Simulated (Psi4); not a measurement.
Interaction energy of C2H4 ··· H4N+ (SMILES C=C and [NH4+]) (charge +1), singlet. Monomers: optimised at B3LYP-D3(BJ) (def2-TZVP), held rigid. Orientation: lowest of the rigid-body minima from ten starts at GFN2-xTB. The monomers approach along the line of their centres of mass (distance R); nothing else relaxes.

Level of theory: SAPT0/jun-cc-pVDZ, frozen core (Psi4).

Components in kJ/mol:

```tsv
R / Å	electrostatics	exchange	induction	dispersion	total
2.34	-167.23	487.80	-162.52	-56.36	101.69
2.55	-114.34	275.07	-106.11	-35.49	19.13
2.76	-79.79	153.02	-70.85	-22.62	-20.23
2.94	-59.82	91.82	-51.35	-15.53	-34.88
3.13	-45.34	53.19	-37.53	-10.56	-40.26
3.35	-34.30	28.05	-26.97	-6.88	-40.10
3.61	-25.95	13.05	-18.92	-4.26	-36.08
3.94	-19.19	4.89	-12.52	-2.39	-29.22
4.47	-12.68	0.98	-6.83	-1.01	-19.53
5.11	-8.22	0.14	-3.59	-0.40	-12.08
6.10	-4.73	0.01	-1.59	-0.12	-6.44
7.43	-2.61	0.00	-0.68	-0.04	-3.32
```
